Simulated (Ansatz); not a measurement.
Geometry optimisation, Ansatz, RHF/def2-SVP.

The input (input.yaml):

```yaml
crystal:
  periodic: [false, false, false]
  atoms:
    - { symbol: Ga, position_ang: [-0.054573, -0.510685, -0.270408] }
    - { symbol: Cl, position_ang: [-0.107566, -0.808459, 1.921231] }
    - { symbol: O, position_ang: [1.481631, -0.504637, -1.108417] }
    - { symbol: H, position_ang: [2.284521, -0.558704, -0.614328] }
    - { symbol: Cl, position_ang: [-1.89077, -0.523292, -1.345519] }
    - { symbol: P, position_ang: [-0.496507, 2.626307, 1.181129] }
    - { symbol: H, position_ang: [-1.74024, 3.263937, 1.34153] }
    - { symbol: H, position_ang: [0.299168, 3.60639, 1.804714] }
    - { symbol: H, position_ang: [-0.591365, 1.709742, 2.255167] }
basis:
  gaussian: { orbitals: def2-SVP }
hamiltonian:
  xc: hf
relax:
  f_tol: 0.03
  max_steps: 50
output:
  orbitals: {}
```

Run as:

```bash
$ ansatz run input.yaml --threads 2 --pin off --max-ram 3072MiB --backend cpu --events-out ev --progress --plain --runs-dir out
```

**Question.** Where does it end, and by what steps?

**Answer.** The forces met the threshold. The force dipped under the threshold on the way, but the program's further checks kept it going. After 28 steps the energy has fallen by 0.569 eV; H7 moved furthest, 1.39 Å. Joined: Ga1–P6 (3.48 → 2.55 Å).

```csv
step,energy less start (eV),largest force component (eV/Å),accepted
0,0.0000,0.897,yes
1,-0.1226,0.372,yes
2,-0.1617,0.418,yes
3,-0.2104,1.293,yes
4,-0.2673,1.150,yes
5,-0.3766,0.737,yes
6,-0.4720,0.946,yes
7,-0.5033,0.763,yes
8,-0.5010,0.945,no
9,-0.5261,0.601,yes
10,-0.5365,0.319,yes
11,-0.5419,0.032,yes
12,-0.4941,1.656,no
13,-0.5466,0.038,yes
14,-0.5456,0.484,no
15,-0.5491,0.028,yes
16,-0.5511,0.109,yes
17,-0.5529,0.280,yes
18,-0.5542,0.277,yes
19,-0.5548,0.140,yes
20,-0.5574,0.306,yes
21,-0.5647,0.044,yes
22,-0.5660,0.138,yes
23,-0.5668,0.115,yes
24,-0.5680,0.078,yes
25,-0.5686,0.005,yes
26,-0.5688,0.023,yes
27,-0.5689,0.034,yes
28,-0.5690,0.018,yes
```

```xyz
9
Properties=species:S:1:pos:R:3
Ga -0.070 -0.159 0.227
Cl 0.304 -1.411 1.969
O 1.323 0.393 -0.735
H 1.779 -0.204 -1.308
Cl -1.946 -0.553 -0.807
P -0.486 2.133 1.270
H -0.757 3.170 0.370
H 0.581 2.666 2.003
H -1.544 2.266 2.178
```

Whether the end is a true minimum wasn't checked by a vibrational analysis.

The run took 76 s on 2 threads of Arm Neoverse V1, on a shared host, peak memory 0.32 GiB.
